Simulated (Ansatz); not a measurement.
Born–Oppenheimer molecular dynamics of BBrFH4N (8 atoms, charge 0, multiplicity 1). It starts at the highest image of a converged band, a first-order saddle point between two minima.

Theory: Ansatz 0.2.0, RKS PBE0-D4/def2-SVP.

```json
{"ensemble": "NVE (velocity Verlet)", "time step": "0.5 fs", "steps asked": "200", "starting velocities drawn for": "100 K", "seed": "3733"}
```

Frames 0.5 fs apart, positions in Å, forces in eV/Å.

Velocities at 80.0 fs (Å/ps):

```
B 3.09 -12.88 2.59
N 2.51 -15.32 -0.07
H 4.81 2.43 0.88
H 7.60 -6.45 4.99
F -0.96 -2.61 1.58
H 8.96 -19.14 -1.52
Br -0.82 5.13 -0.73
H -6.13 16.27 -2.94
```

```xyz
8
Properties=species:S:1:pos:R:3:forces:R:3 time_fs=80.0 energy_less_start_eV=-0.371 T=579
B 0.105 -0.701 0.413 0.06 -0.33 0.52
N 0.143 -0.719 1.820 -0.15 -0.05 -0.09
H -0.591 -1.134 2.396 0.24 0.33 -0.31
H 0.987 -0.484 2.335 -0.08 -0.08 -0.07
F 1.199 -0.317 -0.243 0.01 0.11 -0.09
H -0.876 -1.045 -0.196 -0.03 0.01 -0.05
Br -0.423 3.007 0.522 0.25 -0.78 0.28
H -0.018 1.685 0.998 -0.29 0.78 -0.18
8
Properties=species:S:1:pos:R:3:forces:R:3 time_fs=80.5 energy_less_start_eV=-0.380 T=590
B 0.106 -0.708 0.414 0.06 -0.32 0.47
N 0.144 -0.726 1.820 0.15 0.09 -0.06
H -0.589 -1.132 2.396 0.09 0.23 -0.20
H 0.990 -0.487 2.338 -0.24 -0.12 -0.17
F 1.198 -0.318 -0.242 0.02 0.11 -0.09
H -0.872 -1.054 -0.197 -0.05 0.01 -0.04
Br -0.424 3.009 0.521 0.21 -0.64 0.23
H -0.021 1.694 0.997 -0.25 0.64 -0.13
8
Properties=species:S:1:pos:R:3:forces:R:3 time_fs=81.0 energy_less_start_eV=-0.386 T=598
B 0.108 -0.714 0.416 0.06 -0.31 0.41
N 0.145 -0.734 1.820 0.45 0.23 -0.06
H -0.586 -1.130 2.395 -0.08 0.12 -0.07
H 0.994 -0.491 2.340 -0.37 -0.15 -0.26
F 1.198 -0.320 -0.241 0.03 0.11 -0.08
H -0.867 -1.064 -0.198 -0.06 0.01 -0.04
Br -0.424 3.012 0.521 0.15 -0.47 0.17
H -0.025 1.705 0.995 -0.19 0.47 -0.07
8
Properties=species:S:1:pos:R:3:forces:R:3 time_fs=81.5 energy_less_start_eV=-0.390 T=603
B 0.109 -0.721 0.417 0.07 -0.29 0.35
N 0.147 -0.742 1.820 0.71 0.35 -0.09
H -0.583 -1.128 2.395 -0.26 0.01 0.06
H 0.996 -0.495 2.341 -0.45 -0.17 -0.31
F 1.197 -0.321 -0.240 0.03 0.10 -0.07
H -0.863 -1.073 -0.199 -0.07 0.01 -0.03
Br -0.424 3.014 0.520 0.09 -0.26 0.09
H -0.029 1.717 0.993 -0.12 0.25 0.00
8
Properties=species:S:1:pos:R:3:forces:R:3 time_fs=82.0 energy_less_start_eV=-0.391 T=604
B 0.111 -0.728 0.419 0.06 -0.28 0.27
N 0.148 -0.749 1.820 0.90 0.44 -0.12
H -0.581 -1.125 2.394 -0.42 -0.09 0.18
H 0.997 -0.499 2.342 -0.48 -0.18 -0.34
F 1.197 -0.322 -0.240 0.04 0.09 -0.06
H -0.859 -1.083 -0.200 -0.07 0.01 -0.02
Br -0.425 3.017 0.520 0.01 -0.02 0.00
H -0.034 1.729 0.990 -0.04 0.01 0.08
8
Properties=species:S:1:pos:R:3:forces:R:3 time_fs=82.5 energy_less_start_eV=-0.389 T=602
B 0.113 -0.734 0.421 0.06 -0.26 0.19
N 0.150 -0.757 1.820 0.99 0.50 -0.16
H -0.580 -1.123 2.394 -0.53 -0.16 0.27
H 0.997 -0.504 2.342 -0.46 -0.17 -0.33
F 1.196 -0.323 -0.239 0.04 0.08 -0.04
H -0.855 -1.092 -0.201 -0.07 0.01 0.00
Br -0.425 3.019 0.520 -0.06 0.23 -0.09
H -0.039 1.742 0.988 0.04 -0.24 0.16
8
Properties=species:S:1:pos:R:3:forces:R:3 time_fs=83.0 energy_less_start_eV=-0.386 T=598
B 0.114 -0.741 0.422 0.05 -0.25 0.10
N 0.152 -0.764 1.819 0.96 0.50 -0.18
H -0.580 -1.121 2.395 -0.58 -0.19 0.31
H 0.996 -0.509 2.341 -0.38 -0.14 -0.28
F 1.196 -0.325 -0.238 0.04 0.07 -0.03
H -0.852 -1.102 -0.202 -0.07 0.02 0.01
Br -0.426 3.022 0.519 -0.14 0.48 -0.18
H -0.044 1.753 0.987 0.12 -0.49 0.25
8
Properties=species:S:1:pos:R:3:forces:R:3 time_fs=83.5 energy_less_start_eV=-0.383 T=594
B 0.116 -0.748 0.424 0.04 -0.23 0.00
N 0.154 -0.771 1.819 0.82 0.45 -0.17
H -0.581 -1.120 2.396 -0.56 -0.19 0.29
H 0.994 -0.515 2.339 -0.25 -0.10 -0.20
F 1.195 -0.326 -0.237 0.03 0.06 -0.02
H -0.848 -1.111 -0.203 -0.06 0.02 0.03
Br -0.426 3.025 0.519 -0.21 0.70 -0.26
H -0.048 1.764 0.986 0.19 -0.72 0.33
8
Properties=species:S:1:pos:R:3:forces:R:3 time_fs=84.0 energy_less_start_eV=-0.380 T=590
B 0.117 -0.755 0.426 0.03 -0.21 -0.11
N 0.156 -0.779 1.819 0.57 0.36 -0.13
H -0.584 -1.119 2.398 -0.48 -0.16 0.22
H 0.991 -0.520 2.337 -0.08 -0.04 -0.10
F 1.195 -0.327 -0.237 0.03 0.05 0.00
H -0.845 -1.121 -0.204 -0.05 0.02 0.05
Br -0.426 3.027 0.519 -0.26 0.88 -0.33
H -0.052 1.773 0.985 0.24 -0.90 0.40
8
Properties=species:S:1:pos:R:3:forces:R:3 time_fs=84.5 energy_less_start_eV=-0.377 T=586
B 0.119 -0.762 0.428 0.02 -0.20 -0.21
N 0.158 -0.786 1.819 0.25 0.25 -0.06
H -0.588 -1.118 2.401 -0.34 -0.11 0.11
H 0.989 -0.526 2.335 0.10 0.02 0.02
F 1.194 -0.328 -0.236 0.02 0.03 0.01
H -0.842 -1.130 -0.205 -0.04 0.03 0.07
Br -0.427 3.030 0.518 -0.30 1.00 -0.37
H -0.056 1.780 0.986 0.28 -1.02 0.44
8
Properties=species:S:1:pos:R:3:forces:R:3 time_fs=85.0 energy_less_start_eV=-0.375 T=584
B 0.121 -0.769 0.429 0.01 -0.18 -0.32
N 0.160 -0.793 1.819 -0.10 0.12 0.04
H -0.593 -1.118 2.404 -0.16 -0.05 -0.03
H 0.986 -0.532 2.332 0.28 0.08 0.14
F 1.194 -0.329 -0.235 0.02 0.02 0.02
H -0.838 -1.139 -0.206 -0.03 0.03 0.08
Br -0.427 3.032 0.518 -0.31 1.04 -0.39
H -0.059 1.784 0.988 0.29 -1.06 0.45
8
Properties=species:S:1:pos:R:3:forces:R:3 time_fs=85.5 energy_less_start_eV=-0.374 T=583
B 0.122 -0.776 0.431 0.01 -0.16 -0.42
N 0.162 -0.800 1.819 -0.44 0.00 0.15
H -0.599 -1.118 2.407 0.03 0.01 -0.16
H 0.984 -0.538 2.330 0.43 0.13 0.24
F 1.194 -0.331 -0.235 0.01 0.00 0.04
H -0.835 -1.148 -0.206 -0.02 0.03 0.10
Br -0.428 3.035 0.518 -0.29 0.99 -0.37
H -0.061 1.786 0.991 0.28 -1.02 0.43
```

Of the whole run (100 fs, mean temperature of the second half 583 K): The conserved energy stayed within 0.051 meV per atom of its start (net change 0.01 meV per atom), so the integration is sound. The system heated up, since it started high on the potential surface and ran downhill. A run of 0.1 ps of so small a system gives no equilibrium averages. The orbitals stay closed-shell, which can raise the energy where a bond breaks towards radicals; this wasn't checked here.

The run took 6.9 min on 2 threads of Arm Neoverse V1 (shared host), peak memory 0.2 GiB.
